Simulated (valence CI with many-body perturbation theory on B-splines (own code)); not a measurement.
## E1 transitions of Ag16+

Method: relativistic CI+MBPT: three valence electrons over a frozen Dirac-Fock core [Ar] 3d10, radial functions for each j: 11 s, 11 p, 9 d, 7 f, 5 g, 2 h, 1 i, with the one-electron correlation potential Σ1 (screened to all orders), the two-electron term Σ2, the three-electron term Σ3, Breit, model QED; selected single and double excitations, second order for the rest (own B-spline code, finite nucleus).

No measured spectrum was set against this ion. As an estimate, levels hold to about 250 cm⁻¹ or 0.2 % of their energy and the worst to 1 %, as in measured heavy ions of charge 2 to 7; those with d or f electrons hold less well.

Lines 1 to 50 of 279 in falling wavelength, among levels below 168.59 eV, chosen from the strongest by gf and those to the six lowest levels. Wavelengths and rates use the calculated energies, so an error of 1000 cm⁻¹ moves a line at 45.87 nm by 0.46 % and its rate by three times that or more. Electric multipoles are in the length gauge, E1 and E2 with the static RPA response of the core. Weak lines are less certain than strong ones. Lines between different terms over intervals too small for the method are left out, as are lines whose strength nearly cancels. Where a level lies close to another of its J and parity, the split of strength between their lines is uncertain. The highest levels of a list are the least certain.

Names give the largest LS component (configuration and term), which can be under half, so a name can repeat, a term be missing and a line seem to break the LS rules; names also repeat where a configuration has a term twice. Letters in brackets count levels of one name in rising energy.

```
λ vac (nm)               Upper               Lower   A (s⁻¹)  S (a.u.)
     45.87        4s4p² ⁴P_1/2       4s²4p ²P°_3/2  7.13e+07  6.79e-03
     39.85         4p³ ²D°_5/2        4s4p² ²P_3/2  2.90e+09  5.43e-01
     39.73        4s4p² ⁴P_3/2       4s²4p ²P°_3/2  1.15e+08  1.42e-02
     37.51        4p²4d ²G_7/2  4s4p4d ²F°_5/2 [b]  2.16e+09  4.50e-01
     37.34        4p²4d ⁴F_9/2  4s4p4d ²F°_7/2 [a]  1.55e+09  3.98e-01
     36.56        4s4p² ⁴P_5/2       4s²4p ²P°_3/2  8.80e+08  1.27e-01
     36.24     4p³ ⁴S°_3/2 [a]        4s4p² ²P_1/2  2.81e+09  2.64e-01
     35.93        4s4p² ⁴P_1/2       4s²4p ²P°_1/2  8.91e+08  4.08e-02
     34.36    4p²4d ²F_5/2 [a]      4s4p4d ⁴D°_5/2  2.33e+09  2.80e-01
     34.21    4p²4d ²P_1/2 [c]  4s4p4d ²D°_3/2 [b]  5.19e+09  2.05e-01
     33.40    4p²4d ²F_5/2 [a]  4s4p4d ²D°_3/2 [a]  2.46e+09  2.71e-01
     33.31        4p²4d ²G_9/2  4s4p4d ²F°_7/2 [b]  3.92e+09  7.14e-01
     33.22        4p²4d ⁴F_3/2      4s4p4d ⁴D°_1/2  3.33e+09  2.41e-01
     33.18    4p²4d ²D_3/2 [a]  4s4p4d ²P°_1/2 [a]  3.66e+09  2.64e-01
     32.99    4p²4d ²F_7/2 [a]      4s4p4d ⁴D°_7/2  1.55e+09  2.20e-01
     32.88         4p³ ²P°_1/2        4s4p² ²S_1/2  9.61e+09  3.37e-01
     32.88    4p²4d ²F_7/2 [b]  4s4p4d ²D°_5/2 [b]  2.89e+09  4.05e-01
     32.84    4p²4d ²P_3/2 [a]      4s4p4d ⁴P°_3/2  2.84e+09  1.98e-01
     32.71  4s4p4d ²F°_5/2 [a]        4s²4d ²D_3/2  2.06e+09  2.13e-01
     32.55        4p²4d ²D_5/2  4s4p4d ²F°_7/2 [b]  3.34e+09  3.41e-01
     32.21        4p²4d ⁴D_5/2  4s4p4d ²D°_5/2 [a]  2.74e+09  2.71e-01
     32.16        4p²4d ⁴D_3/2  4s4p4d ²D°_5/2 [a]  3.72e+09  2.44e-01
     32.15     4p³ ⁴S°_3/2 [a]        4s4p² ²D_3/2  2.74e+09  1.80e-01
     32.05        4s4p² ⁴P_3/2       4s²4p ²P°_1/2  1.99e+07  1.30e-03
     31.95    4p²4d ²F_7/2 [a]  4s4p4d ²F°_5/2 [a]  2.90e+09  3.73e-01
     31.81     4p³ ⁴S°_3/2 [b]        4s4p² ²P_1/2  3.22e+09  2.04e-01
     31.59        4p²4d ⁴D_7/2  4s4p4d ²F°_7/2 [a]  2.10e+09  2.62e-01
     31.27        4s4p² ²D_3/2       4s²4p ²P°_3/2  2.30e+08  1.39e-02
     31.23        4p²4d ⁴F_9/2      4s4p4d ⁴D°_7/2  3.05e+09  4.58e-01
     31.14        4p²4d ⁴F_5/2      4s4p4d ⁴D°_3/2  4.37e+09  3.91e-01
     30.99        4p²4d ²G_9/2  4s4p4d ²F°_7/2 [a]  3.90e+09  5.73e-01
     30.88  4s4p4d ²D°_5/2 [a]        4s²4d ²D_5/2  2.48e+09  2.16e-01
     30.79        4p²4d ²D_5/2  4s4p4d ²P°_3/2 [a]  3.08e+09  2.66e-01
     30.64    4p²4d ²P_3/2 [b]  4s4p4d ²D°_5/2 [b]  4.46e+09  2.53e-01
     30.55        4p²4d ⁴F_5/2      4s4p4d ⁴P°_5/2  2.18e+09  1.84e-01
     30.53     4p³ ⁴S°_3/2 [b]        4s4p² ²D_5/2  5.01e+09  2.81e-01
     30.49        4p²4d ⁴D_5/2      4s4p4d ⁴P°_3/2  2.54e+09  2.14e-01
     30.44    4p²4d ²F_5/2 [b]  4s4p4d ²F°_5/2 [b]  2.82e+09  2.36e-01
     30.14         4p³ ²D°_5/2        4s4p² ²D_5/2  8.93e+09  7.23e-01
     30.12         4p³ ²P°_3/2        4s4p² ²P_3/2  9.99e+09  5.39e-01
     29.39        4p²4d ⁴F_7/2      4s4p4d ⁴F°_9/2  9.04e+09  9.06e-01
     29.26        4s4p² ²D_5/2       4s²4p ²P°_3/2  5.40e+09  4.01e-01
     29.18        4p²4d ²G_7/2      4s4p4d ⁴D°_5/2  2.99e+09  2.94e-01
     29.13    4p²4d ²F_7/2 [b]  4s4p4d ²F°_5/2 [b]  2.66e+09  2.59e-01
     29.08        4p²4d ⁴F_5/2      4s4p4d ⁴F°_7/2  1.01e+10  7.35e-01
     28.91    4p²4d ²F_7/2 [b]  4s4p4d ²F°_7/2 [b]  6.04e+09  5.77e-01
     28.86        4p²4d ⁴F_3/2      4s4p4d ⁴F°_5/2  9.39e+09  4.46e-01
     28.62     4p³ ⁴S°_3/2 [b]        4s4p² ²D_3/2  3.01e+09  1.39e-01
     28.53        4p²4d ⁴D_7/2  4s4p4d ²D°_5/2 [a]  5.36e+09  4.91e-01
     28.44        4p²4d ⁴F_9/2      4s4p4d ⁴F°_9/2  1.01e+10  1.14e+00
```
